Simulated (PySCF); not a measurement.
A calculated (r2SCAN, PySCF 2.14, aug-cc-pVQZ-DK, scalar relativity by spin-free X2C-1e) atom or ion has these occupied shells.

```
shell  electrons  orbital energy (eV)  rms radius, mean of both spins (bohr)
 1s α          1             -14189.7                                 0.0478
 1s β          1             -14189.6                                 0.0478
 2s α          1              -1890.1                                  0.199
 2s β          1              -1890.1                                  0.199
 2p α          3              -1670.9                                  0.177
 2p β          3              -1670.8                                  0.177
 3s α          1              -282.45                                  0.567
 3s β          1              -282.34                                  0.567
 3p α          3              -211.72                                  0.584
 3p β          3              -211.59                                  0.584
 3d α          5              -95.087                                  0.616
 3d β          5              -94.925                                  0.616
 4s α          1              -35.498                                   1.65
 4s β          1              -33.981                                   1.65
 4p α          3              -20.497                                   1.96
 4p β          2              -19.463                                   1.96
```

Q: Name the element and its charge.

A: Kr⁺ (krypton, charge +1), in [Ar] 3d10 4s2 4p5, 2P determinant.
